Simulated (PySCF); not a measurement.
Computed IR spectrum (relative IR intensity) of a molecule C3H7O, multiplicity 2. Geometry optimised at PBE-D3(BJ)/def2-SVP. The values are those of a single conformer. All values below come from PBE-D3(BJ)/def2-SVP (PySCF). Harmonic, unscaled wavenumbers; measured fundamentals usually lie a few per cent lower.

Lines under 2 % of the strongest are left out, and lines within 2 cm⁻¹ are merged.

```json
[
 {"ν (cm⁻¹)": "151", "relative intensity": "3.9"},
 {"ν (cm⁻¹)": "201", "relative intensity": "4.1"},
 {"ν (cm⁻¹)": "213", "relative intensity": "2.3"},
 {"ν (cm⁻¹)": "351", "relative intensity": "5.9"},
 {"ν (cm⁻¹)": "448", "relative intensity": "14"},
 {"ν (cm⁻¹)": "513", "relative intensity": "44"},
 {"ν (cm⁻¹)": "815", "relative intensity": "9.0"},
 {"ν (cm⁻¹)": "901", "relative intensity": "15"},
 {"ν (cm⁻¹)": "1013", "relative intensity": "26"},
 {"ν (cm⁻¹)": "1071", "relative intensity": "3.6"},
 {"ν (cm⁻¹)": "1118", "relative intensity": "85"},
 {"ν (cm⁻¹)": "1134", "relative intensity": "3.4"},
 {"ν (cm⁻¹)": "1178", "relative intensity": "100"},
 {"ν (cm⁻¹)": "1244", "relative intensity": "28"},
 {"ν (cm⁻¹)": "1320", "relative intensity": "15"},
 {"ν (cm⁻¹)": "1376", "relative intensity": "11"},
 {"ν (cm⁻¹)": "1381", "relative intensity": "11"},
 {"ν (cm⁻¹)": "1400", "relative intensity": "6.1"},
 {"ν (cm⁻¹)": "1409", "relative intensity": "4.5"},
 {"ν (cm⁻¹)": "1437", "relative intensity": "10"},
 {"ν (cm⁻¹)": "2855", "relative intensity": "87"},
 {"ν (cm⁻¹)": "2888", "relative intensity": "90"},
 {"ν (cm⁻¹)": "2897", "relative intensity": "27"},
 {"ν (cm⁻¹)": "2948", "relative intensity": "67"},
 {"ν (cm⁻¹)": "3062", "relative intensity": "28"},
 {"ν (cm⁻¹)": "3077", "relative intensity": "7.2"},
 {"ν (cm⁻¹)": "3196", "relative intensity": "7.4"}
]
```

Q: Identify the compound among the candidates.
A) C[CH]CO
B) [CH2]COC
C) [CH2]C(C)O
D) C[C](C)O

A: B, [CH2]COC
